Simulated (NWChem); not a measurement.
Species: CH6Hf; SMILES [CH3][HfH3]

```xyz
8

Hf     0.0000     0.0000     0.1755
C      0.0000     0.0000    -1.9982
H     -0.6675     0.7884    -2.3962
H     -0.3491    -0.9723    -2.3962
H      1.0166     0.1839    -2.3962
H     -1.1403     1.3439     0.7494
H     -0.5937    -1.6595     0.7494
H      1.7340     0.3156     0.7494
```
Atoms are numbered in this order, from 1.

Level: PBE0/def2-SVP with def2 effective core potentials on Hf (NWChem), optimised geometry, unscaled harmonic frequencies. def2 effective core potentials on Hf; no spin-orbit coupling.

List the harmonic frequencies with IR intensities, and the thermochemistry.


```
frequency (cm⁻¹)  IR intensity (km/mol)
----------------  ---------------------
112                                 0.0
268                                 6.6
268                                 6.6
477                                 0.9
507                                63.7
507                                63.7
599                               291.4
667                                49.8
667                                49.8
1158                               27.1
1382                               12.3
1382                               12.3
1706                              599.2
1706                              599.2
1758                              186.7
3001                                2.4
3111                                1.6
3111                                1.6
```

| Item | Value |
|---|---|
| zero-point energy | 32.0 kcal/mol |
| thermal correction to the enthalpy at 298.15 K (with zero-point energy) | 36.1 kcal/mol |
| heat capacity Cv | 18.5 cal/(mol K) |
| entropy at 298.15 K and 1 atm (symmetry number 3) | 72.0 cal/(mol K) |

Rigid rotor and harmonic oscillator.
